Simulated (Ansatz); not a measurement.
AlBrH2 (SMILES [AlH2][Br]) moved off its minimum; all values from Ansatz (an electronic-structure program), cores frozen in correlated methods.
(charge 0, multiplicity 1)
```xyz
4

Al    -0.7632    -1.4357     0.1207
H     -0.4281    -2.4528     1.1280
H     -2.2151    -1.4193    -0.6643
Br     0.3519     0.5411    -0.0559
```

Forces at HF/def2-TZVPP (eV/Å):

```csv
atom,Fx,Fy,Fz
Al1,-1.810,1.638,-1.306
H2,0.664,-1.213,0.995
H3,1.008,-0.193,0.322
Br4,0.138,-0.232,-0.012
```

**Question.** Give the forces (eV/Å), the total energy and the dipole at CCSD(T)/def2-TZVPPD.

**Answer.** 
```
atom      Fx      Fy      Fz
----  ------  ------  ------
Al1   -1.661   1.612  -1.306
H2     0.656  -1.236   1.045
H3     0.886  -0.163   0.272
Br4    0.120  -0.214  -0.011
```
Energy -2815.8412 hartree, dipole 1.49 D.
